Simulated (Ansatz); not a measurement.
A nudged elastic band was laid between two geometries of FGeH₄NOSi (9 atoms, charge 0, multiplicity 1).

All numbers below come from RKS PBE-D4/def2-SVP (Ansatz).

```yaml
movable_images: 5
climbing_image: yes
spring: 5.0 eV/Å²
optimiser: quadratic models (default)
start_path: IDPP
force_threshold: 0.05 eV/Å
iteration_limit: 60
end_points: relaxed
```

Image 0:

```xyz
9
Properties=species:S:1:pos:R:3
N 0.925 1.415 -1.114
Ge 0.163 -0.168 -0.587
F 0.864 -1.320 -1.720
O 0.744 -0.535 1.179
Si -0.917 -0.900 1.299
H 0.544 2.230 -0.619
H 0.836 1.572 -2.125
H -1.760 -0.005 2.167
H -1.311 -2.336 1.503
```

Image 6:

```xyz
9
Properties=species:S:1:pos:R:3
N 0.407 1.453 -1.382
Ge 0.005 -0.174 -0.651
F 0.753 -1.289 -1.786
O 0.826 -0.515 1.067
Si -0.794 -0.894 1.365
H 0.287 2.236 -0.730
H 1.360 1.474 -1.768
H -1.578 -0.006 2.291
H -1.177 -2.331 1.577
```

**Question.** Which bonds break or form, and what moves?

**Answer.** No bond is made or broken. The height of N1 over the plane of its neighbours goes from -0.36 to 0.36 Å.

**Question.** What energy profile does the band end with?

**Answer.** The forces met the threshold. The highest image is number 3 of 0 to 6, 4.0 kJ/mol above the first end and 4.4 kJ/mol above the last; the last end lies 0.4 kJ/mol below the first. A vibrational analysis at the climbing image gives one clearly imaginary mode, 370i cm⁻¹: a first-order saddle point.

```tsv
image	path coordinate (Å)	energy (kJ/mol)	height of N1 over the plane of its neighbours (Å)
0	0.00	0.0	-0.36
1	0.35	0.0	-0.36
2	0.71	0.0	-0.36
3	1.06	4.0	-0.01
4	1.23	2.5	0.16
5	1.39	0.3	0.29
6	1.55	-0.4	0.36
```

**Question.** What is the geometry of the highest image?

**Answer.** 
```xyz
9
Properties=species:S:1:pos:R:3
N 0.584 1.453 -1.204
Ge 0.068 -0.159 -0.588
F 0.798 -1.251 -1.759
O 0.832 -0.653 1.108
Si -0.819 -0.922 1.373
H 0.169 2.331 -0.899
H 1.305 1.523 -1.922
H -1.541 -0.032 2.349
H -1.309 -2.336 1.525
```

**Question.** What are the harmonic wavenumbers there?

**Answer.** 370i, 111, 134, 165, 203, 275, 378, 397, 404, 621, 680, 727, 745, 771, 842, 956, 1435, 2148, 2166, 3522, 3657 cm⁻¹.

Run time: 100 s on 2 threads of Arm Neoverse V1, with other jobs on the host, peak memory 0.16 GiB.
